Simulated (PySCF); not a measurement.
Simulation results for CH6BGeO, BGeH4O, BGeH5O2, BGeH5O and others

Computed with PySCF 2.14.0. Calculation on a computer-drawn molecule: the log of a Hartree-Fock and frozen-core CCSD(T) single point meant for a local Hartree-Fock minimum, with one planted fault or none, to be diagnosed. Offsets are logged minus clean, where the clean run is the same molecule without the fault. The reference is restricted for singlets and unrestricted otherwise, and also for a bond in bohr or an excited solution. Adding or removing an electron swaps singlet and doublet. The excited solution moves the top pair (singlet) or top alpha electron (doublet) to the lowest empty orbital. Highest occupied and lowest empty are orbital energies over both spins, largest force is the largest gradient component, triples share is (T) over the correlation energy, the T1 limit is 0.02 restricted and 0.045 unrestricted, electrons count all cores, a negative frequency is imaginary (commonest isotopes), and the dipole is about the centre of nuclear charge; on germanium a core potential holds 10 electrons, which the energies leave out, and 3d is frozen in MP2 and coupled-cluster steps.

Common to all runs: meant basis and core potential on germanium cc-pVDZ-PP ECP10MDF; logged SCF converged yes; possible faults no fault, one electron removed, one electron added, multiplicity raised by two, geometry at a saddle point, SCF held on an excited solution, minimal basis STO-3G, one bond length entered in bohr, all coordinates scaled.

```yaml
- entry: 1
  formula: CH6BGeO
  logged_structure:
    atoms_angstrom:
      - [O, 0.1596, 1.5762, 0.7867]
      - [B, -0.1969, 0.4456, 0.3854]
      - [C, -0.5813, -0.8405, -0.2303]
      - [Ge, -0.3249, -0.8668, -2.2771]
      - [H, 0.1814, 1.9596, 1.6601]
      - [H, -1.6388, -1.0426, -0.0353]
      - [H, 0.033, -1.6465, 0.1821]
      - [H, -0.7816, -2.2598, -2.6595]
      - [H, -1.2076, 0.2437, -2.8225]
      - [H, 1.1547, -0.6148, -2.5155]
  given:
    meant_charge: 1
    meant_multiplicity: 1
    meant_basis: cc-pVDZ
    logged_electrons: 56
    logged_basis_functions: 95
    logged_spin_squared: 0.0
    "logged_highest_occupied [eV]": -8.1584
    "logged_lowest_empty [eV]": -11.422
    "logged_largest_force [hartree/bohr]": 0.20803
    logged_CC_converged: "no"
    "logged_dipole_magnitude [debye]": 3.1305
    logged_SCF_stable_within_its_kind: "no"
    "logged_energy_HF [hartree]": -433.42154
    drawn_bonds_atom: [1, 2, 3, 1, 3, 3, 4, 4, 4]
    drawn_bonds_other_atom: [2, 3, 4, 5, 6, 7, 8, 9, 10]
    drawn_bonds_order: [1, 1, 1, 1, 1, 1, 1, 1, 1]
  results:
    planted_fault: "SCF held on an excited solution"
    "HF_energy_offset_from_clean_run [kcal/mol]": 415.4
  notes: ["CCSD not converged"]
- entry: 2
  formula: BGeH4O
  logged_structure:
    atoms_angstrom:
      - [O, -1.3911, -0.8145, -1.4169]
      - [B, -0.2549, -1.3681, -1.8797]
      - [Ge, 1.1747, -0.3155, -2.9574]
      - [H, -1.4835, 0.1143, -1.5659]
      - [H, -0.1114, -2.5446, -1.6994]
      - [H, 1.1972, 1.2153, -2.8163]
      - [H, 2.6054, -0.8586, -2.9531]
  given:
    meant_charge: 0
    meant_multiplicity: 2
    meant_basis: cc-pVDZ
    logged_electrons: 49
    logged_basis_functions: 71
    logged_spin_squared: 3.7625
    "logged_highest_occupied [eV]": -5.162
    "logged_lowest_empty [eV]": -1.9653
    "logged_largest_force [hartree/bohr]": 0.049787
    logged_T1_diagnostic: 0.024605
    logged_D1_diagnostic: 0.11393
    logged_triples_share: 0.027216
    logged_CC_converged: "yes"
    "logged_dipole_magnitude [debye]": 2.7135
    logged_SCF_stable_within_its_kind: "yes"
    "logged_energy_HF [hartree]": -395.06584
    "logged_energy_CCSD(T) [hartree]": -395.46009
    drawn_bonds_atom: [1, 2, 1, 2, 3, 3]
    drawn_bonds_other_atom: [2, 3, 4, 5, 6, 7]
    drawn_bonds_order: [1, 1, 1, 1, 1, 1]
  results:
    planted_fault: "multiplicity raised by two"
    "HF_energy_offset_from_clean_run [kcal/mol]": 124.9
    "CCSD(T)_energy_offset_from_clean_run [kcal/mol]": 128.3
- entry: 3
  formula: BGeH5O2
  logged_structure:
    atoms_angstrom:
      - [O, -2.5739, -0.5914, 0.2654]
      - [B, -1.2295, -0.5456, 0.2976]
      - [Ge, -0.0398, -0.5571, -1.4377]
      - [O, 1.4833, -1.463, -1.1788]
      - [H, -2.9605, -0.6483, -0.5956]
      - [H, -0.7306, -0.4882, 1.3879]
      - [H, -0.7891, -1.1746, -2.639]
      - [H, 0.4431, 0.8393, -1.8361]
      - [H, 1.3768, -2.3464, -0.8585]
  given:
    meant_charge: 0
    meant_multiplicity: 1
    meant_basis: cc-pVDZ
    logged_electrons: 57
    logged_basis_functions: 90
    logged_spin_squared: 0.7716
    "logged_highest_occupied [eV]": -17.863
    "logged_lowest_empty [eV]": -8.4238
    "logged_largest_force [hartree/bohr]": 0.097785
    logged_T1_diagnostic: 0.033914
    logged_D1_diagnostic: 0.20106
    logged_triples_share: 0.029631
    logged_CC_converged: "yes"
    "logged_dipole_magnitude [debye]": 3.4021
    logged_SCF_stable_within_its_kind: "yes"
    "logged_energy_HF [hartree]": -470.40568
    "logged_energy_CCSD(T) [hartree]": -471.01094
    drawn_bonds_atom: [1, 2, 3, 1, 2, 3, 3, 4]
    drawn_bonds_other_atom: [2, 3, 4, 5, 6, 7, 8, 9]
    drawn_bonds_order: [1, 1, 1, 1, 1, 1, 1, 1]
  results:
    planted_fault: "one electron removed"
    "HF_energy_offset_from_clean_run [kcal/mol]": 218.1
    "CCSD(T)_energy_offset_from_clean_run [kcal/mol]": 220.1
- entry: 4
  formula: BGeH5O
  logged_structure:
    atoms_angstrom:
      - [O, -1.8502, -2.0408, 0.6156]
      - [B, -0.6093, -1.7813, 1.0661]
      - [Ge, 0.6317, -0.3028, 0.2346]
      - [H, -2.1338, -1.5082, -0.1122]
      - [H, -0.2352, -2.451, 1.9901]
      - [H, 0.9945, 0.7653, 1.2765]
      - [H, 1.9456, -0.9067, -0.282]
      - [H, -0.0486, 0.4137, -0.9488]
  given:
    meant_charge: 0
    meant_multiplicity: 1
    meant_basis: cc-pVDZ
    logged_electrons: 50
    logged_basis_functions: 76
    logged_spin_squared: 0.0
    "logged_highest_occupied [eV]": -4.2709
    "logged_lowest_empty [eV]": -3.6081
    "logged_largest_force [hartree/bohr]": 0.050009
    logged_CC_converged: "no"
    "logged_dipole_magnitude [debye]": 3.2772
    logged_SCF_stable_within_its_kind: "no"
    "logged_energy_HF [hartree]": -395.39893
    drawn_bonds_atom: [1, 2, 1, 2, 3, 3, 3]
    drawn_bonds_other_atom: [2, 3, 4, 5, 6, 7, 8]
    drawn_bonds_order: [1, 1, 1, 1, 1, 1, 1]
  results:
    planted_fault: "SCF held on an excited solution"
    "HF_energy_offset_from_clean_run [kcal/mol]": 292.9
  notes: ["CCSD not converged"]
- entry: 5
  formula: BGeH5O
  logged_structure:
    atoms_angstrom:
      - [O, -1.8502, -2.0408, 0.6156]
      - [B, -0.6093, -1.7813, 1.0661]
      - [Ge, 0.6317, -0.3028, 0.2346]
      - [H, -2.1338, -1.5082, -0.1122]
      - [H, -0.2352, -2.451, 1.9901]
      - [H, 0.9945, 0.7653, 1.2765]
      - [H, 1.9456, -0.9067, -0.282]
      - [H, -0.0486, 0.4137, -0.9488]
  given:
    meant_charge: 0
    meant_multiplicity: 1
    meant_basis: cc-pVDZ
    logged_electrons: 51
    logged_basis_functions: 76
    logged_spin_squared: 0.7611
    "logged_highest_occupied [eV]": 1.0051
    "logged_lowest_empty [eV]": 9.1011
    "logged_largest_force [hartree/bohr]": 0.078595
    logged_T1_diagnostic: 0.014662
    logged_D1_diagnostic: 0.048885
    logged_triples_share: 0.023858
    logged_CC_converged: "yes"
    "logged_dipole_magnitude [debye]": 3.7945
    logged_SCF_stable_within_its_kind: "yes"
    "logged_energy_HF [hartree]": -395.79557
    "logged_energy_CCSD(T) [hartree]": -396.23464
    drawn_bonds_atom: [1, 2, 1, 2, 3, 3, 3]
    drawn_bonds_other_atom: [2, 3, 4, 5, 6, 7, 8]
    drawn_bonds_order: [1, 1, 1, 1, 1, 1, 1]
  results:
    planted_fault: "one electron added"
    "HF_energy_offset_from_clean_run [kcal/mol]": 43.99
    "CCSD(T)_energy_offset_from_clean_run [kcal/mol]": 35.2
  notes: ["highest electron not bound in this basis"]
- entry: 6
  formula: BGe2H5O
  logged_structure:
    atoms_angstrom:
      - [O, -0.6218, -0.1265, 2.7286]
      - [B, -0.4294, -0.123, 1.3905]
      - [Ge, 0.8181, 1.0372, 0.1253]
      - [Ge, -1.6559, -1.4925, 0.3247]
      - [H, -0.0837, 0.479, 3.2163]
      - [H, 1.8967, -0.1244, 0.0918]
      - [H, -1.4041, -2.931, 0.7986]
      - [H, -1.3786, -1.455, -1.1907]
      - [H, -3.1457, -1.1715, 0.5189]
  given:
    meant_charge: 0
    meant_multiplicity: 1
    meant_basis: cc-pVDZ
    logged_electrons: 83
    logged_basis_functions: 99
    logged_spin_squared: 0.7629
    "logged_highest_occupied [eV]": -1.2932
    "logged_lowest_empty [eV]": 6.9532
    "logged_largest_force [hartree/bohr]": 0.019912
    logged_T1_diagnostic: 0.018143
    logged_D1_diagnostic: 0.06628
    logged_triples_share: 0.028886
    logged_CC_converged: "yes"
    "logged_dipole_magnitude [debye]": 4.906
    logged_SCF_stable_within_its_kind: "yes"
    "logged_energy_HF [hartree]": -689.22306
    "logged_energy_CCSD(T) [hartree]": -689.74595
    drawn_bonds_atom: [1, 2, 2, 1, 3, 4, 4, 4]
    drawn_bonds_other_atom: [2, 3, 4, 5, 6, 7, 8, 9]
    drawn_bonds_order: [1, 1, 1, 1, 1, 1, 1, 1]
  results:
    planted_fault: "one electron added"
    "HF_energy_offset_from_clean_run [kcal/mol]": -12.25
    "CCSD(T)_energy_offset_from_clean_run [kcal/mol]": -18.55
- entry: 7
  formula: BGe2H5O
  logged_structure:
    atoms_angstrom:
      - [O, -0.6218, -0.1265, 2.7286]
      - [B, -0.4294, -0.123, 1.3905]
      - [Ge, 0.8181, 1.0372, 0.1253]
      - [Ge, -1.6559, -1.4925, 0.3247]
      - [H, -0.0837, 0.479, 3.2163]
      - [H, 1.8967, -0.1244, 0.0918]
      - [H, -1.4041, -2.931, 0.7986]
      - [H, -1.3786, -1.455, -1.1907]
      - [H, -3.1457, -1.1715, 0.5189]
  given:
    meant_charge: 0
    meant_multiplicity: 1
    meant_basis: cc-pVDZ
    logged_electrons: 81
    logged_basis_functions: 99
    logged_spin_squared: 0.8123
    "logged_highest_occupied [eV]": -15.353
    "logged_lowest_empty [eV]": -6.2809
    "logged_largest_force [hartree/bohr]": 0.061557
    logged_T1_diagnostic: 0.023963
    logged_D1_diagnostic: 0.07374
    logged_triples_share: 0.03032
    logged_CC_converged: "yes"
    "logged_dipole_magnitude [debye]": 4.9563
    logged_SCF_stable_within_its_kind: "yes"
    "logged_energy_HF [hartree]": -688.93815
    "logged_energy_CCSD(T) [hartree]": -689.43025
    drawn_bonds_atom: [1, 2, 2, 1, 3, 4, 4, 4]
    drawn_bonds_other_atom: [2, 3, 4, 5, 6, 7, 8, 9]
    drawn_bonds_order: [1, 1, 1, 1, 1, 1, 1, 1]
  results:
    planted_fault: "one electron removed"
    "HF_energy_offset_from_clean_run [kcal/mol]": 166.5
    "CCSD(T)_energy_offset_from_clean_run [kcal/mol]": 179.6
- entry: 8
  formula: BGeH5OSi
  logged_structure:
    atoms_angstrom:
      - [O, -2.1884, 1.1463, 0.2475]
      - [B, 0.2561, 0.8724, 0.9641]
      - [Si, 1.0281, -0.9955, 1.3227]
      - [Ge, 1.4806, 2.5864, 1.2511]
      - [H, -2.4722, 2.0351, 0.0896]
      - [H, 1.566, -1.0991, -0.0944]
      - [H, 1.0051, 3.7575, 0.3689]
      - [H, 2.9561, 2.3163, 0.9218]
      - [H, 1.4223, 3.0622, 2.7124]
  given:
    meant_charge: 0
    meant_multiplicity: 1
    meant_basis: "cc-pV(D+d)Z"
    logged_electrons: 64
    logged_basis_functions: 99
    logged_spin_squared: 1.2261
    "logged_highest_occupied [eV]": -8.9984
    "logged_lowest_empty [eV]": 0.58082
    "logged_largest_force [hartree/bohr]": 0.018654
    logged_T1_diagnostic: 0.056766
    logged_D1_diagnostic: 0.22678
    logged_triples_share: 0.032477
    logged_CC_converged: "yes"
    "logged_dipole_magnitude [debye]": 1.4353
    logged_SCF_stable_within_its_kind: "yes"
    "logged_energy_HF [hartree]": -684.58427
    "logged_energy_CCSD(T) [hartree]": -685.07107
    drawn_bonds_atom: [1, 2, 2, 1, 3, 4, 4, 4]
    drawn_bonds_other_atom: [2, 3, 4, 5, 6, 7, 8, 9]
    drawn_bonds_order: [1, 1, 1, 1, 1, 1, 1, 1]
  results:
    planted_fault: "one bond length entered in bohr, row 1 of the drawn bonds"
    "HF_energy_offset_from_clean_run [kcal/mol]": 94.31
    "CCSD(T)_energy_offset_from_clean_run [kcal/mol]": 115.4
  notes: ["T1 above single-reference limit"]
```
